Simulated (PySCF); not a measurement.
# Excitation energy of Ti by level of theory

Ti [Ar] 3d2 4s2 (3F) → Ti [Ar] 3d2 4s1 5s1 (5F), as a difference of total energies. Computed with PySCF 2.14 in aug-cc-pwCVTZ-DK, with scalar relativity by spin-free X2C-1e. Correlated levels: valence: [Ar] frozen; valence and next inner shell: [Ne] frozen; nothing frozen. The calculations carry no spin-orbit coupling.

```
                                method  excitation energy (eV)
                                   UHF                   3.358
                                   LDA                   4.411
                                   PBE                   4.176
                                  PBE0                   4.099
                                r2SCAN                   4.021
                                 B97-3                   4.578
                                PBEsol                   4.166
                                 M06-L                   4.653
                         MP2 (valence)                   4.114
                     SCS-MP2 (valence)                   4.342
    MP2 (valence and next inner shell)                   4.283
SCS-MP2 (valence and next inner shell)                   4.432
                   MP2 (all electrons)                   4.285
               SCS-MP2 (all electrons)                   4.434
```

**Question.** How much does correlation contribute at MP2 (all electrons)?

**Answer.** 4.285 − (3.358) = 0.927 eV, measured against UHF.

The promoted electron is Rydberg-like, and one or two diffuse shells describe it only roughly, which tends to raise the upper state.
